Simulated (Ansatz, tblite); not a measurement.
Cost and result up the ladder for Si₁₈H₂₈ (46 atoms). Total charge 0; singlet. Geometry: PBE-D4/def2-SVP.

Cartesian coordinates in Å:
```
Si -2.113 -3.272 0.281
Si -2.716 1.337 2.468
Si 1.634 -2.411 0.729
Si 0.913 0.927 2.704
Si 0.482 -4.434 -2.277
Si -1.256 -1.062 -2.512
Si 2.607 -1.273 -2.613
Si -1.291 2.547 -0.921
Si 2.222 3.209 -0.137
Si -0.482 4.431 2.277
Si 0.093 -4.043 0.009
Si -1.015 -0.175 1.861
Si -1.872 -0.983 -0.219
Si -2.161 3.216 1.166
Si 2.025 -0.415 -0.499
Si 1.471 3.134 2.091
Si 0.598 -2.305 -3.268
Si 0.863 1.571 -1.144
H -2.609 -3.496 1.687
H -3.039 -3.969 -0.685
H -2.670 1.680 3.937
H -4.087 0.811 2.130
H 1.464 -2.158 2.204
H 3.002 -3.037 0.552
H 0.493 1.000 4.158
H 2.139 0.055 2.654
H -0.643 -5.236 -2.882
H 1.774 -5.187 -2.470
H -2.477 -1.793 -3.031
H -1.262 0.297 -3.159
H 3.719 -2.290 -2.526
H 3.010 -0.185 -3.575
H -2.342 1.806 -1.703
H -1.015 3.831 -1.678
H 3.687 2.870 -0.240
H 1.991 4.578 -0.728
H -0.841 4.637 3.727
H -0.293 5.780 1.629
H 0.378 -5.278 0.832
H -1.096 -1.391 2.760
H -3.246 -0.347 -0.287
H -3.357 4.087 0.860
H 3.271 0.124 0.173
H 2.523 3.589 3.076
H 0.456 -2.393 -4.770
H 1.068 1.614 -2.644
```

Ansatz on 2 threads of AMD EPYC 7R13 on a shared host and a share (18 GiB) of an NVIDIA H100 80GB HBM3; xTB runs through tblite on one thread. Times are rough, summed over both states, and most runs start from the orbitals of an earlier one. PBE0-D4/def2-TZVP serves as the yardstick here, not as an exact answer. Differences are given only for rows in sets of like size (and for xTB, whose basis is part of the method), since another set adds its own error. The other state is a triplet at its own geometry, which has other bonds, so the gap mixes isomer and spin.

The xTB rows come from tblite. B3LYP takes the VWN-RPA correlation. Correlated methods freeze 90 core orbitals. The rows differ in basis, and correlated rows in double-zeta sets carry the largest basis error. Single mean-field runs in def2-TZVP are fitted with def2-universal-jkfit.

Correlated methods converge slowly with the basis, most of all in double-zeta sets.

xTB has no spin-polarisation term.

| level | functions | wall time | triplet − singlet (eV) | difference from PBE0-D4/def2-TZVP (eV) |
| --- | --- | --- | --- | --- |
| GFN2-xTB | 190 | 0.93 s | 2.72 | 0.34 |
| GFN1-xTB | 218 | 0.97 s | 1.68 | -0.70 |
| HF/6-31G | 290 | 20 s | 4.05 | – |
| HF/def2-TZVP | 834 | 22 s | 3.82 | 1.43 |
| B3LYP-D4/6-31G | 290 | 24 s | 3.05 | – |
| MP2/def2-SVP | 464 | 28 s | 2.72 | – |
| BHLYP-D4/def2-TZVP | 834 | 29 s | 3.02 | 0.64 |
| PBE0-D4/def2-TZVP | 834 | 30 s | 2.38 | 0.00 |
| PBE-D4/def2-TZVP | 834 | 32 s | 2.08 | -0.31 |
| r2SCAN-D4/def2-TZVP (with forces) | 834 | 33 s | 2.31 | -0.07 |
| r2SCANh-D4/def2-TZVP (with forces) | 834 | 36 s | 2.38 | 0.00 |
| RPA@PBE/def2-SVP | 464 | 37 s | 2.92 | – |
